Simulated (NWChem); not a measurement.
System: CH₄FNOTi; SMILES C[N]=[Ti]([OH])[F]

Here is an NWChem input.

```
start job
memory heap 200 mb stack 900 mb global 1100 mb
geometry units angstroms noautosym nocenter noautoz
  Ti    -0.024419     0.450890    -0.043691
  N     -0.079109    -1.226670    -0.020411
  C      0.128433    -2.642472     0.026883
  H     -0.724003    -3.161162     0.490475
  H      0.244687    -3.048260    -0.989171
  H      1.035190    -2.906284     0.591968
  F      1.565398     1.278545     0.030025
  O     -1.615038     1.337314     0.022762
  H     -2.522952     1.008527     0.064877
end
basis spherical
  Ti library pcsseg-1
  N library pcsseg-1
  C library pcsseg-1
  H library pcsseg-1
  F library pcsseg-1
  O library pcsseg-1
end
dft
  xc xpbe96 cpbe96
  iterations 150
end
property
  shielding
end
task dft property
```

The geometry was optimised at B3LYP/6-31G* (spherical d). Not confirmed as a minimum by frequencies.

GIAO values for the isolated, static molecule; σ is the absolute isotropic shielding, δ = σ(reference) − σ with the isolated reference molecule computed at the same levels (13C: tetramethylsilane, 19F: trichlorofluoromethane, 1H: tetramethylsilane, 15N: ammonia, 17O: water).

Atoms are numbered as in the input.

Give the results of this calculation. (PBE/pcSseg-1, GIAO.) Quantities: σ Ti1 (ppm); δ N2 (ppm); δ C3 (ppm); δ H4 (rotor mean) (ppm); δ F7 (ppm); δ O8 (ppm); δ H9 (ppm).

The σ Ti1 (ppm) is -635.1, the δ N2 (ppm) is 432.9 and the δ C3 (ppm) is 62.8. The δ H4 (rotor mean) (ppm) is 3.37 and the δ F7 (ppm) is 261.4. The δ O8 (ppm) comes out as 367.5 and the δ H9 (ppm) is 11.77.
